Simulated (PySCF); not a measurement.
# Calcium: a sound run and one with changed settings

Sound run: Ca²⁺ [Ar], Ca³⁺ [Ne] 3s2 3p5. All numbers are calculated (PySCF 2.14, the non-relativistic Hamiltonian (point nucleus), in def2-SVP (5s3p2d, 24 functions)). In the sound run the correlated levels freeze [Ne] 3s2. The sound run starts from symmetry-adapted Hartree-Fock orbitals and uses a fine grid where one is needed.

Changed run: scalar relativity by spin-free X2C-1e. This setting is unsound on purpose.

```tsv
species	method	sound run (hartree)	changed run (hartree)	converged
Ca²⁺	UHF	-676.05820	-678.53684	yes
Ca²⁺	M06-L	-676.81615	-679.29504	yes
Ca²⁺	r2SCAN	-676.78054	-679.25899	yes
Ca²⁺	MP2	-676.14101	-678.61937	yes
Ca²⁺	CCSD(T)	-676.15182	-678.63008	yes
Ca³⁺	UHF	-674.19247	-676.66385	yes
Ca³⁺	M06-L	-674.89545	-677.36695	yes
Ca³⁺	r2SCAN	-674.86390	-677.33509	yes
Ca³⁺	MP2	-674.24386	-676.71508	yes
Ca³⁺	CCSD(T)	-674.25305	-676.72418	yes
```

Ionisation energy of Ca²⁺:

| method | sound run (eV) | changed run (eV) |
| --- | --- | --- |
| UHF | 50.769 | 50.967 |
| M06-L | 52.265 | 52.466 |
| r2SCAN | 52.154 | 52.352 |
| MP2 | 51.624 | 51.818 |
| SCS-MP2 | 51.561 | 51.756 |
| CCSD | 51.668 | 51.861 |
| CCSD(T) | 51.668 | 51.862 |

Most of the change in total energy is the relativistic energy itself. On top of that the contraction fixes the core shape for the Hamiltonian it was made with, so the changed run is not a good calculation with the other Hamiltonian either.

For comparison, NIST gives 50.913 eV between the lowest levels.
